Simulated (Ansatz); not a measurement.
C$_{2}$H$_{11}$GaGeOSi (`C[CH]([GaH2])O[SiH2][GeH3]`). The species carries charge 0 and has multiplicity 1. All single points use the PBE0-D4/def2-TZVP geometry. It is one conformer, not always the lowest.

```xyz
17

C    -1.293    0.794    1.197
C     0.085    0.926    0.606
Ga    0.833    2.706    0.147
O     0.092    0.641   -0.824
Si   -0.214   -0.836   -1.506
Ge    0.777   -2.589   -0.226
H    -2.003    1.465    0.708
H    -1.265    1.048    2.260
H    -1.681   -0.229    1.116
H     0.789    0.247    1.100
H    -0.183    3.841   -0.231
H     2.383    2.863   -0.033
H    -1.678   -1.089   -1.619
H     0.360   -0.782   -2.873
H     2.278   -2.343    0.005
H     0.618   -3.923   -0.976
H     0.101   -2.738    1.149
```

Problem. What is the dipole moment at B3LYP/def2-TZVPP? (Estimate.)

Solution. Ansatz gave: 1.32 D, with components (-0.52, -0.59, 1.06) D in this frame, pointing from negative to positive charge.

Problem. And with PBE, r2SCAN, ωB97M-V? (An estimate is asked.)

Solution. The calculation gave: PBE 1.32 D, r2SCAN 1.32 D, ωB97M-V 1.29 D.

Problem. Give the Mulliken charges with B3LYP, r2SCAN, PBE in def2-TZVPP. (Best estimate.)

Solution. Computed: 
| atom | B3LYP | r2SCAN | PBE |
| --- | --- | --- | --- |
| C1 | -0.24 | -0.14 | -0.24 |
| C2 | 0.00 | 0.01 | 0.00 |
| Ga3 | 0.20 | 0.23 | 0.13 |
| O4 | -0.38 | -0.38 | -0.29 |
| Si5 | 0.34 | 0.35 | 0.26 |
| Ge6 | -0.02 | -0.01 | -0.01 |
| H7 | 0.10 | 0.06 | 0.10 |
| H8 | 0.08 | 0.05 | 0.08 |
| H9 | 0.08 | 0.05 | 0.08 |
| H10 | 0.10 | 0.07 | 0.09 |
| H11 | -0.06 | -0.07 | -0.05 |
| H12 | -0.06 | -0.06 | -0.04 |
| H13 | -0.07 | -0.07 | -0.06 |
| H14 | -0.07 | -0.07 | -0.05 |
| H15 | 0.00 | 0.00 | 0.00 |
| H16 | -0.01 | -0.01 | 0.00 |
| H17 | -0.01 | -0.01 | 0.00 |

B3LYP here is the variant with VWN-RPA as its local correlation; programs differ in this.
